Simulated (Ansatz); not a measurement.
A nudged elastic band was laid between two geometries of CH$_{7}$AlOSe (11 atoms, charge 0, multiplicity 1).

Method: RKS PBE-D4/def2-SVP (Ansatz).

```
movable images  : 7
climbing image  : yes
spring          : 5.0 eV/Å²
optimiser       : quadratic models (default)
start path      : through a guess of the saddle point
force threshold : 0.03 eV/Å
iteration limit : 60
end points      : relaxed
```

Image 0:

```xyz
11
Properties=species:S:1:pos:R:3
Al -0.192 0.763 0.063
H 1.027 1.723 0.506
C -0.231 -0.194 -1.657
O -1.748 1.029 0.801
H 1.282 -0.769 2.610
Se 0.594 -1.484 1.504
H 0.753 -0.620 -1.949
H -0.529 0.501 -2.472
H -0.974 -1.020 -1.655
H -1.862 1.724 1.468
H 1.880 -1.653 0.780
```

Image 8:

```xyz
11
Properties=species:S:1:pos:R:3
Al -0.523 -0.102 0.369
H 1.433 1.604 0.472
C -0.085 -0.175 -1.530
O -1.676 1.074 0.874
H 1.614 1.019 0.946
Se 0.251 -1.658 1.955
H 0.940 -0.553 -1.721
H -0.176 0.835 -1.980
H -0.793 -0.841 -2.067
H -2.051 1.139 1.765
H 1.066 -2.341 0.917
```

Q: What changes between the two ends?

A: Bonds broken: Al1–H2, H5–Se6. Bonds formed: H2–H5. CH7AlOSe becomes CH5AlOSe + H2.

Q: What energy profile does the band end with?

A: The run converged. The highest image is number 4 of 0 to 8, 0.248 eV above the first end and 0.925 eV above the last; the last end lies 0.677 eV below the first. A vibrational analysis at the climbing image gives one clearly imaginary mode, 530i cm⁻¹: a first-order saddle point. The orbitals stay closed-shell, which can raise the energy where a bond breaks towards radicals; this wasn't checked here.

```tsv
image	path coordinate (Å)	energy (eV)	Al1–H2 (Å)	H5–Se6 (Å)	H2–H5 (Å)
0	0.00	0.000	1.61	1.49	3.27
1	0.56	0.007	1.61	1.49	3.10
2	1.12	0.040	1.62	1.48	2.58
3	1.68	0.135	1.63	1.50	1.93
4	2.24	0.248	1.70	1.68	1.28
5	2.77	-0.196	1.96	2.17	0.86
6	3.30	-0.556	2.29	2.63	0.79
7	3.83	-0.657	2.51	2.96	0.78
8	4.37	-0.677	2.60	3.17	0.77
```

Q: What is the geometry of the highest image?

A: 
```xyz
11
Properties=species:S:1:pos:R:3
Al -0.281 0.476 0.231
H 1.096 1.250 0.862
C -0.136 -0.192 -1.598
O -1.780 1.086 0.827
H 1.209 0.130 1.462
Se 0.679 -1.419 1.824
H 0.887 -0.547 -1.842
H -0.403 0.597 -2.331
H -0.837 -1.040 -1.749
H -1.906 1.622 1.623
H 1.472 -1.962 0.692
```

Q: What are the harmonic wavenumbers there?

A: 530i, 91, 112, 125, 192, 209, 251, 383, 448, 513, 594, 634, 668, 717, 848, 907, 1110, 1163, 1243, 1377, 1379, 1625, 2363, 2969, 3068, 3071, 3837 cm⁻¹.

The run took 5.6 min on 2 threads of Arm Neoverse V2, with other jobs on the host, peak memory 0.15 GiB.
